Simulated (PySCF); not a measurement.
C4H12AlN.
Cartesian coordinates in Å at the PBE0-D3(BJ)/def2-SVP level; atoms count from 1:
```
atom  x, y, z in Å
C1     1.696    0.619   -1.285
C2     1.573    0.562    0.207
C3     0.923   -0.385    0.919
C4     0.082   -1.494    0.426
Al5   -1.854   -0.914    0.441
N6    -1.570    0.994   -0.249
H7     2.753    0.563   -1.598
H8     1.311    1.567   -1.703
H9     1.166   -0.208   -1.781
H10    2.120    1.331    0.765
H11    0.967   -0.279    2.012
H12    0.351   -1.821   -0.592
H13    0.158   -2.370    1.091
H14   -2.464   -0.607    1.896
H15   -2.809   -1.562   -0.675
H16   -2.200    1.676    0.171
H17   -0.603    1.225    0.038
H18   -1.628    1.093   -1.262
```

Level: wB97X-D/def2-SVPD in PySCF, non-relativistic, on one gas-phase PBE0-D3(BJ)/def2-SVP geometry that isn't relaxed in the solvent. The solvent is an IEF-PCM continuum (cavity from Bondi-type radii × 1.2), and excitations are vertical TDDFT with non-equilibrium linear response and a frozen core. Specific hydrogen bonds and non-electrostatic terms are outside this model.

```
run  E − E(gas) (kcal/mol)  HOMO (eV)  HOMO–LUMO gap (eV)  dipole (D)  lowest singlet (eV)  static polarisability (au)
gas                   0.00      -7.93                9.32        4.24                 5.68                        93.1
  P                 -10.77      -7.85                9.68        5.78                 5.92                       129.6
  Q                  -7.79      -7.85                9.62        5.30                 5.89                       117.4
```

Question: The runs were made in acetonitrile and chloroform. Which run belongs to which solvent?

Answer: P = acetonitrile, Q = chloroform. The dielectric constants are 4.711 (chloroform), 35.69 (acetonitrile), and the energy falls further as ε rises. The optical constants n² used for the excitations are 2.09, 1.81 in the same order. In this model the ground state sees the solvent through ε alone.

Question: How constant is the ratio of the lowering to (ε − 1)/(2ε + 1)?

Answer: 
```tsv
solvent	(ε − 1)/(2ε + 1)	E − E(gas) (kcal/mol)	ratio (kcal/mol)	polarisation term (kcal/mol)
chloroform	0.356	-7.79	-21.9	-8.96
acetonitrile	0.479	-10.77	-22.5	-13.13
```

The ratio changes by +2.7 % in size from chloroform to acetonitrile. The polarisation term is half the interaction of the solute with the induced surface charges.

The run took 35 s wall on x86-64 server, one thread (shared host). This is the whole response run at wB97X-D/def2-SVPD in acetonitrile, SCF included.

The pairwise dispersion term of wB97X-D wasn't added to the energies; at a given geometry it leaves orbitals and properties as they are.
